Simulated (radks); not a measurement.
W0.5+, 73.5 electrons, occupied as [Xe] 4f14 5d(up 2, down 2) 6s(up 0.75, down 0.75) (fractional occupations, a model configuration). Method: scalar-relativistic Kohn-Sham, PBE, spin-polarised, spherical densities, point nucleus; computed with a radial shooting solver on a logarithmic mesh with Libxc functionals. Some entries of the table are withheld. Estimate them.

orbital  occ.  eigenvalue (eV)  r(max) (bohr)  <r> (bohr)
1s          2        -69501.94        0.01145     0.01834
2s          2        -11998.70            (1)     0.07756
2p          6        -10492.72        0.05388     0.06944
3s          2        -2766.149         0.1852      0.2010
3p          6        -2320.251            (2)      0.2013
3d         10        -1807.766         0.1494      0.1824
4s          2        -573.5066         0.4206      0.4495
4p          6        -427.2737            (3)      0.4780
4d         10        -242.0181         0.4522         (4)
5s          2         -82.6660         0.9624       1.067
5p          6         -46.8100          1.092       1.249
4f         14         -36.7943         0.4287      0.6078
6s        1.5          -8.8566          2.612       3.060
5d          4          -7.9761            (5)         (6)

Answer. 
(1) 2s r(max) (bohr): 0.06566
(2) 3p r(max) (bohr): 0.1834
(3) 4p r(max) (bohr): 0.4412
(4) 4d <r> (bohr): 0.5113
(5) 5d r(max) (bohr): 1.490
(6) 5d <r> (bohr): 2.017
